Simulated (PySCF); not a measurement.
SMILES [NH2][SnH]([NH2])[NH2] (H7N3Sn), PBE0/def2-SVP optimised geometry.

```
11

Sn    -0.37    -1.20     0.00
N     -0.95    -2.27     1.64
N     -0.99    -2.00    -1.76
N     -1.35     0.58     0.00
H      1.35    -1.20     0.00
H     -1.90    -2.06     1.95
H     -0.33    -2.17     2.44
H     -0.59    -2.92    -1.94
H     -2.01    -2.11    -1.80
H     -1.10     1.20     0.77
H     -1.23     1.10    -0.87
```

Density from PBE0/def2-TZVP, def2 effective core potentials past Kr in PySCF at that geometry. The core electrons that the potentials of Sn replace are not part of the density.

Minimum of the electron density along straight lines between bonded atoms, close to the bond critical point (lines longer than 1.1 times the sum of covalent radii, or with two minima, are not listed):

| bond | length / Å | ρ at the minimum / e bohr⁻³ | ∇²ρ there / e bohr⁻⁵ | position (fraction from the first atom) |
|---|---|---|---|---|
| Sn1–N2 | 2.041 | 0.115 | 0.32 | 0.51 |
| Sn1–N3 | 2.035 | 0.118 | 0.32 | 0.51 |
| Sn1–N4 | 2.041 | 0.116 | 0.32 | 0.51 |
| Sn1–H5 | 1.720 | 0.112 | 0.07 | 0.63 |
| N2–H6 | 1.018 | 0.329 | -1.53 | 0.73 |
| N2–H7 | 1.018 | 0.329 | -1.53 | 0.73 |
| N3–H8 | 1.018 | 0.329 | -1.53 | 0.73 |
| N3–H9 | 1.019 | 0.329 | -1.53 | 0.73 |
| N4–H10 | 1.018 | 0.329 | -1.54 | 0.73 |
| N4–H11 | 1.019 | 0.329 | -1.54 | 0.73 |
